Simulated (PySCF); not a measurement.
PySCF 2.14 output of an unrestricted PBE0 calculation on a single atom or ion in x2c-TZVPPall (11s7p7d4f2g, 113 functions), with scalar relativity by spin-free X2C-1e:

```
SCF conv_tol = 1e-09
number electrons alpha = 32  beta = 27
    C. Adamo and V. Barone.,  J. Chem. Phys. 110, 6158 (1999)
    M. Ernzerhof and G. E. Scuseria.,  J. Chem. Phys. 110, 5029 (1999)
cycle= 1 E= -10018.9468106506  delta_E= -0.0194  |g|= 0.104  |ddm|= 0.236
cycle= 2 E= -10018.9462681491  delta_E= 0.000543  |g|= 0.124  |ddm|= 0.146
cycle= 3 E= -10018.9481189182  delta_E= -0.00185  |g|= 0.00844  |ddm|= 0.0667
cycle= 4 E= -10018.9481266749  delta_E= -7.76e-06  |g|= 0.0014  |ddm|= 0.00499
cycle= 5 E= -10018.9481269691  delta_E= -2.94e-07  |g|= 0.000152  |ddm|= 0.00165
cycle= 6 E= -10018.9481269727  delta_E= -3.54e-09  |g|= 8.46e-06  |ddm|= 0.00012
cycle= 7 E= -10018.9481269727  delta_E= -3.27e-11  |g|= 2.68e-06  |ddm|= 1.69e-05
converged SCF energy = -10018.9481269727  <S^2> = 8.7529986  2S+1 = 6.0009994
```

The run itself started from symmetry-adapted Hartree-Fock orbitals and held the occupation by maximum overlap, on a logarithmic radial grid, so the iterations belong to that start.

Question: Which element, charge and spin multiplicity is this?

Answer: Pm²⁺ (promethium, charge +2), multiplicity 6; the state was [Xe] 4f5, one real determinant.

⟨L²⟩ = 24.01 against 30 for a pure H term, so this real determinant mixes terms. Spin-orbit coupling, absent here, splits the open shell strongly.
